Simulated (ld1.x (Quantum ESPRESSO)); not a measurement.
## Varying the TM potential for oxygen

Base potential:

oxygen (O), norm-conserving Troullier–Martins (Kleinman–Bylander form), made with ld1.x (Quantum ESPRESSO) 7.5 (LDA (PZ), scalar-relativistic). Core [He], reference 2s2 2p2 (charge +2). Waves: 2s (bound): rc 0.65 bohr; 3d channel at 0.5 Ry: rc 1.40 bohr; 2p (bound): rc 1.60 bohr. Local part: the p channel. Core correction: none.

Cutoffs, loose and tight: the cutoffs (Ry, on a coarse ladder) from which the occupation-weighted sum of valence levels, in a spherical-Bessel basis at the reference potential, stays within 10 and 1 mRy of its value at 400 Ry. They do not see the model core or the augmentation charge, which bear on the density cutoff. Test errors are all-electron minus pseudo excitation energies from the reference, over the configurations 2s2 2p4; 2s2 2p3; 2s2 2p1; 2s2 2p3.5; 2s2 2p0; 2s1 2p5; 2s1 2p4 (two spin-polarised tests are not counted in the largest error). A dash means not determined; rows that change the core or the reference have their own tests.

A true bound ghost makes a file unfit for plane-wave use even where its test errors are small: the radial tests pick states by their node count and pass the ghost by.

```tsv
change	outcome	cutoff, loose	cutoff, tight	bound ghosts	largest test error (meV)
base	generated	160 Ry	300 Ry	none	+1420
wave 2p (bound): rc 1.60 bohr becomes 2p (bound): rc 1.10 bohr	generated	160 Ry	300 Ry	none	+531
wave 2p (bound): rc 1.60 bohr becomes 2p (bound): rc 1.34 bohr	generated	160 Ry	300 Ry	none	+851
wave 2p (bound): rc 1.60 bohr becomes 2p (bound): rc 1.84 bohr	generated	160 Ry	300 Ry	none	+2235
wave 2p (bound): rc 1.60 bohr becomes 2p (bound): rc 2.08 bohr	generated	160 Ry	300 Ry	none	+2983
wave 2p (bound): rc 1.60 bohr becomes 2p (bound): rc 2.36 bohr	generated	160 Ry	300 Ry	d	+4432
```

Question: What comes out with this change to the base: wave 2p (bound): rc 1.60 bohr becomes 2p (bound): rc 1.54 bohr?

Answer: outcome: generated; cutoff, loose: 160 Ry; cutoff, tight: 300 Ry; bound ghosts: none; largest test error (meV): +1221.

Reading the sweep of the p radius (base included, trends over the rows without a ghost): The loose cutoff stays near 160 Ry. The median size of the test errors (rows with all tests solved) rises from 74.2 meV at 1.1 to 531.2 meV at 2.08 bohr. More of the atom is replaced by a form fitted at one configuration, so other configurations suffer as the radius grows. Bound ghosts are found at 2.36 bohr.
